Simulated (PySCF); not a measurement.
Electron correlation in I²⁺ (iodine, charge +2)

[Kr] 4d10 5s2 5p2 6s1, high-spin 4P determinant (an excited configuration). All numbers are calculated (PySCF 2.14, scalar relativity through the core potential, in aug-cc-pwCVTZ-PP with ECP28MDF (8s7p6d4f1g, 96 functions)). Frozen: 4s2 4p6 4d10; 5 electrons correlated.

| level | correlation energy (mhartree) |
| --- | --- |
| CCSD | -82.83 |
| (T) | -2.89 |
| CCSD(T) | -85.72 |

Diagnostics: T1 = 0.085, D1 = 0.2694, largest double amplitude 0.085.

**Question.** Is a single reference adequate?

**Answer.** Not fully. The outer electron is Rydberg-like, and this basis confines it to a smaller radius and binds it less than a complete one would. T1 exceeds 0.03, a sign that the reference determinant is poor.
